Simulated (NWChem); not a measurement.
System: AlNH₃OCl; SMILES [NH2][Al]([OH])[Cl]

Output (shortened):

```
             Northwest Computational Chemistry Package (NWChem) 7.3.0
             --------------------------------------------------------

                             Geometry "geometry" -> ""
                             -------------------------

 Output coordinates in angstroms (scale by  1.889725989 to convert to a.u.)

  No.       Tag          Charge          X              Y              Z
 ---- ---------------- ---------- -------------- -------------- --------------
    1 Al                  13.0000     0.08655800    -0.34261200     0.00000000
    2 Cl                  17.0000    -0.15739600     1.75041700     0.00000000
    3 O                    8.0000     1.68721200    -0.93146100     0.00000000
    4 H                    1.0000     1.88671600    -1.87496700     0.00000000
    5 N                    7.0000    -1.36772300    -1.35145100     0.00000000
    6 H                    1.0000    -1.39346100    -2.36278200     0.00000000
    7 H                    1.0000    -2.30528700    -0.96960900     0.00000000

 Effective nuclear repulsion energy (a.u.)     196.6397122948

                              NWChem Property Module
                              ----------------------

                                 NWChem DFT Module
                                 -----------------

 Summary of "ao basis" -> "ao basis" (spherical)
 ------------------------------------------------------------------------------
       Tag                 Description            Shells   Functions and Types
 ---------------- ------------------------------  ------  ---------------------
 Al                          sto-3g                  5        9   3s2p
 Cl                          sto-3g                  5        9   3s2p
 O                           sto-3g                  3        5   2s1p
 H                           sto-3g                  1        1   1s
 N                           sto-3g                  3        5   2s1p

            General Information
            -------------------
          SCF calculation type: DFT
          Wavefunction type:  closed shell.
          No. of atoms     :     7
          No. of electrons :    48
           Alpha electrons :    24
            Beta electrons :    24
          Charge           :     0
          Spin multiplicity:     1
          Use of symmetry is: off; symmetry adaption is: off
          Maximum number of iterations: 150
          AO basis - number of functions:    31
                     number of shells:    19
          Convergence on energy requested:  1.00D-06
          Convergence on density requested:  1.00D-05
          Convergence on gradient requested:  5.00D-04

              XC Information
              --------------
                         B3LYP Method XC Potential
                     Hartree-Fock (Exact) Exchange  0.200
                        Slater Exchange Functional  0.800 local
                    Becke 1988 Exchange Functional  0.720 non-local
              Lee-Yang-Parr Correlation Functional  0.810
                  VWN I RPA Correlation Functional  0.190 local

             Grid Information
             ----------------
          Grid used for XC integration:  medium
          Radial quadrature: Mura-Knowles
          Angular quadrature: Lebedev.
          Tag              B.-S. Rad. Rad. Pts. Rad. Cut. Ang. Pts.
          ---              ---------- --------- --------- ---------
          Al                  1.25       88           8.0       590
          Cl                  1.00       88          11.0       590
          O                   0.60       49          10.0       434
          H                   0.35       45          10.0       434
          N                   0.65       49           9.0       434
          Grid pruning is: on
          Number of quadrature shells:   409
          Spatial weights used:  Erf1

      Superposition of Atomic Density Guess
      -------------------------------------

 Sum of atomic energies:        -822.21086101

      Non-variational initial energy
      ------------------------------

 Total energy =    -822.275995
 1-e energy   =   -1536.808938
 2-e energy   =     517.893231
 HOMO         =      -0.139145
 LUMO         =       0.243321

   convergence    iter        energy       DeltaE   RMS-Dens  Diis-err
 ---------------- ----- ----------------- --------- --------- ---------
 d= 0,ls=0.0,diis     1   -824.6913626152 -1.02D+03  6.44D-02  6.56D-01
 d= 0,ls=0.0,diis     2   -824.6143800472  7.70D-02  3.86D-02  1.33D+00
 d= 0,ls=0.0,diis     3   -824.8166440670 -2.02D-01  8.71D-03  2.73D-02
 d= 0,ls=0.0,diis     4   -824.8205993003 -3.96D-03  2.89D-03  6.72D-03
 d= 0,ls=0.0,diis     5   -824.8217291312 -1.13D-03  4.09D-04  4.31D-05
  Resetting Diis
 d= 0,ls=0.0,diis     6   -824.8217397232 -1.06D-05  7.16D-05  2.33D-06
 d= 0,ls=0.0,diis     7   -824.8217402047 -4.82D-07  6.38D-06  9.77D-09

         Total DFT energy =     -824.821740204734
      One electron energy =    -1536.885783004258
           Coulomb energy =      579.237181673416
    Exchange-Corr. energy =      -63.812851168731
 Nuclear repulsion energy =      196.639712294840

 Numeric. integr. density =       48.000001741382

                       DFT Final Molecular Orbital Analysis
                       ------------------------------------

[...]

 DFT Linear Response polarizability / au
 Frequency  =       0.0773000 / au
 Wavelength =     589.4353558 / nm
              X              Y              Z
 -----------------------------------------------
 X      23.9824934     -1.5471659     -0.0000000
 Y      -1.5471429     30.5293861     -0.0000000
 Z      -0.0000000     -0.0000000      5.0406721
 -----------------------------------------------
 Eigenvalues =      23.6352805     30.8765990      5.0406721
 Isotropic   =      19.8508506
 Anisotropic =      23.0834494
 -----------------------------------------------

 Magnetic Dipole Response Matrix (nonzero elements):

 Exiting AOResponse driver routine
```

Level: B3LYP/STO-3G. STO-3G and 3-21G are far too small for this property and stand as cheap habits. Structure relaxed at the B3LYP/6-31G* (spherical d) level.

Question: Reconstruct the input file.

Answer: This is not unique; one that fits is the input that was run:
```
start job
memory heap 200 mb stack 900 mb global 1100 mb
geometry units angstroms noautosym nocenter noautoz
  Al     0.086558    -0.342612     0.000000
  Cl    -0.157396     1.750417     0.000000
  O      1.687212    -0.931461     0.000000
  H      1.886716    -1.874967     0.000000
  N     -1.367723    -1.351451     0.000000
  H     -1.393461    -2.362782     0.000000
  H     -2.305287    -0.969609     0.000000
end
basis spherical
  * library sto-3g
end
dft
  xc b3lyp
  iterations 150
end
property
  response 1 0.0773
end
task dft property
```
